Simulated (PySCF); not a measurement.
# ScSCl: fields on a plane

Level of theory: PySCF, PBE0, basis Sc def2-TZVP, S def2-TZVP, Cl def2-TZVP (no relativity, density fitting).

The singlet minimum has Sc–Cl 2.311 Å, Sc–S 2.140 Å; Cl–Sc–S 126.5°.

The plane holds Sc1 at (0.00, 0.00), S2 at (2.14, 0.00), Cl3 at (-1.37, 1.86) Å. Columns run from x = -3.45 to 4.35 Å, rows from y = 4.05 (top) to -1.95 Å, in steps of 0.3 Å. Other isomers or separated fragments may lie lower.

Question: Give the electron localisation function (set to 0 where the density is under 0.005 e/Å³). Lower edges of the bins: '0' 0.000, '1' 0.091, '2' 0.183, '3' 0.274, '4' 0.366, '5' 0.457, '6' 0.548, '7' 0.640, '8' 0.731, '9' 0.823; top 0.91.

Answer: 
```
000000000000000000000000000
000011222210000000000000000
000134555431000000000000000
001357888753100000000000000
013678999875310000000000000
025799999987410000000000000
136899112997510001111000000
136895723798510023433210000
136897391898400256665542000
136899526984100477777765300
025789999731001688899987520
013678885136741699889998630
002456531388883585003999741
001233211787785481991899852
000011003887784481991899752
000000013798983486003998741
000000001468851599889998630
000000000013211689998876410
000000000000002788887754200
000000000000003677765432000
000000000000013565543210000
```

Question: Give the highest occupied orbital (Å^-3/2) at -6.80 eV (cut at ±0.3; overall sign arbitrary). Every second row and column.

Answer: 
```
 0.00  0.00 -0.01 -0.01 -0.01 -0.01  0.00  0.00  0.00  0.00  0.00  0.00  0.00  0.00
 0.00 -0.01 -0.02 -0.03 -0.03 -0.02 -0.01  0.00  0.01  0.01  0.01  0.00  0.00  0.00
 0.00 -0.01 -0.04 -0.08 -0.08 -0.03  0.00  0.01  0.02  0.02  0.02  0.01  0.01  0.00
 0.00  0.00 -0.03 -0.11 -0.11 -0.02  0.02  0.04  0.05  0.06  0.05  0.04  0.02  0.01
 0.00  0.01  0.04  0.06  0.04  0.03  0.05  0.08  0.12  0.15  0.13  0.08  0.04  0.02
 0.01  0.02  0.05  0.10  0.06 -0.02  0.07  0.16  0.23  0.30  0.30  0.15  0.06  0.02
 0.00  0.01  0.03  0.04 -0.03 -0.30  0.14  0.18  0.22  0.30  0.30  0.19  0.06  0.02
 0.00  0.01  0.02  0.02  0.02  0.12 -0.30 -0.13 -0.23  0.28 -0.03  0.03  0.02  0.01
 0.00  0.01  0.01  0.03  0.06  0.16 -0.03 -0.24 -0.30 -0.30 -0.30 -0.10 -0.02  0.00
 0.00  0.01  0.01  0.02  0.03  0.02 -0.05 -0.15 -0.22 -0.25 -0.18 -0.08 -0.03 -0.01
 0.00  0.00  0.01  0.01  0.01 -0.01 -0.04 -0.08 -0.10 -0.10 -0.08 -0.04 -0.02 -0.01
```
